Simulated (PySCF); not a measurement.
Do core-level shifts follow atomic charges?

C7H14ClF.
Geometry (PBE0-D3(BJ)/def2-SVP, Å), atoms numbered from 1 in this order:
```xyz
23
C7H14ClF angstrom
C     -2.0573    1.5023    0.4864
C     -1.0361    0.5282   -0.0911
C     -1.4733    0.0060   -1.4546
C      0.3330    1.1939   -0.1605
F      0.6829    1.6114    1.1193
C      1.4809    0.3409   -0.6937
C      1.7052   -0.9166    0.1402
C      2.7672    1.1539   -0.7480
Cl     2.6757    2.5008   -1.9250
H     -3.0333    1.0131    0.6242
H     -2.2047    2.3618   -0.1885
H     -1.7239    1.8894    1.4588
H     -0.9497   -0.3248    0.6048
H     -0.8303   -0.8083   -1.8203
H     -2.5015   -0.3824   -1.4064
H     -1.4599    0.8098   -2.2095
H      0.2586    2.1050   -0.7813
H      1.2308    0.0575   -1.7291
H      1.8588   -0.6564    1.1981
H      0.8431   -1.5966    0.0820
H      2.5877   -1.4731   -0.2090
H      2.9878    1.5968    0.2326
H      3.6137    0.5269   -1.0572
```

Binding energies: PySCF 2.14.0, delta-SCF UKS SCAN, pcX-2 on the ionised atom, pcseg-1 elsewhere, spin-free X2C. Charges: PBE0/pcSseg-1 ground-state density, for the ionised atom.

```csv
atom,environment,C 1s (eV),Mulliken (e),IAO (e),Hirshfeld (e),ESP (e)
C1,methyl carbon,290.50,-0.214,-0.410,-0.119,-0.507
C3,methyl carbon,290.75,-0.238,-0.411,-0.112,-0.578
C2,sp3 CH carbon,290.78,-0.390,-0.106,-0.029,+0.373
C7,methyl carbon,290.82,-0.229,-0.414,-0.115,-0.485
C6,sp3 CH carbon,291.03,-0.378,-0.116,-0.037,+0.338
C8,sp3 C–Cl carbon,292.10,-0.134,-0.233,-0.033,-0.488
C4,sp3 C–F carbon,292.56,+0.274,+0.177,+0.062,-0.059
```

Problem. How well does each charge scheme correlate with the binding energies over these sites?

Solution. Hirshfeld: r = 0.83, slope 9.9 eV per e; Mulliken: r = 0.81, slope 2.8 eV per e; IAO: r = 0.73, slope 2.6 eV per e; ESP: r = 0.05, slope 0.1 eV per e. On 7 points no scheme stands out.

Problem. The point-charge model writes a binding energy as kq + V + constant, with V the potential of the other atoms' charges at the site. What does it give with the ESP charges?

Solution. V = Σ 14.40 eV Å × q/r over all other atoms: +6.80 eV at C1, +7.88 eV at C3, -5.40 eV at C2, +6.85 eV at C7, -4.74 eV at C6, +6.54 eV at C8, +1.43 eV at C4. Fitting binding energy − V to q gives k = 13.9 eV per e and leaves an rms residual of 0.59 eV, against 0.73 eV for the fit on q alone. The model has no term for differences in relaxation between sites.

The structure is a single PBE0-D3(BJ)/def2-SVP conformer in the gas phase; no vibrational or solvent corrections.
